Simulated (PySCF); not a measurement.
# Hartree-Fock beside MP2: AlB2FH3

These are calculations, not measurements. They come from PySCF 2.14.0, an open-source quantum chemistry program, on an isolated molecule that a program drew, which may never have been made. The molecule is AlB2FH3 (charge 0, doublet), drawn as the SMILES string `FB[B][AlH2]`.

The geometry was optimised and harmonic frequencies were computed with HF and MP2, all in the cc-pV(D+d)Z basis, for the commonest isotopes, with a restricted reference for singlets and an unrestricted one otherwise, and a frozen core in MP2. Each result is a local minimum of its method.

Geometry at the HF minimum:
```xyz
7
AlB2FH3, angstrom
F     0.4105    0.1062   -3.5894
B     1.0001    0.1805   -2.3892
B     0.2197   -0.2750   -0.9891
Al   -0.6795   -0.8228    0.8226
H     2.1304    0.5948   -2.3609
H     0.1393   -0.6805    2.1671
H    -2.1617   -1.3702    0.8223
```

Lengths of the bonds as drawn, in Å (atoms numbered as above):
| bond | HF | MP2 |
|---|---|---|
| F1-B2 | 1.339 | 1.353 |
| B2-B3 | 1.666 | 1.667 |
| B3-Al4 | 2.095 | 2.095 |
| B2-H5 | 1.204 | 1.214 |
| Al4-H6 | 1.581 | 1.580 |
| Al4-H7 | 1.580 | 1.580 |

Rotational constants, in GHz:
```
constant,HF,MP2
A,35.71,36.69
B,1.748,1.724
C,1.667,1.647
```

Harmonic frequencies in cm^-1, each column in rising order, so a row needn't be the same motion in every method:
| rank | HF | MP2 |
|---|---|---|
| 1 | 116 | 105 |
| 2 | 126 | 133 |
| 3 | 203 | ? |
| 4 | 326 | 307 |
| 5 | 445 | 423 |
| 6 | 606 | 582 |
| 7 | 606 | 585 |
| 8 | 827 | 787 |
| 9 | 862 | 815 |
| 10 | 980 | 953 |
| 11 | 1143 | 1097 |
| 12 | 1349 | 1321 |
| 13 | 1988 | 1968 |
| 14 | 1991 | 1977 |
| 15 | 2688 | 2619 |

**Estimate the missing MP2 frequency from the HF column.**

A single factor s that minimises the squared misfit of MP2 against s times HF over the other rows is sum(HF x MP2) / sum(HF^2) = 0.9776, with an rms misfit of 17 cm^-1. For rank 3 it gives 0.9776 x 203 = 198 cm^-1. The calculation gives 207 cm^-1, 9 cm^-1 above the estimate. The drawn bonds are on average 0.3 % longer in MP2 than in HF.
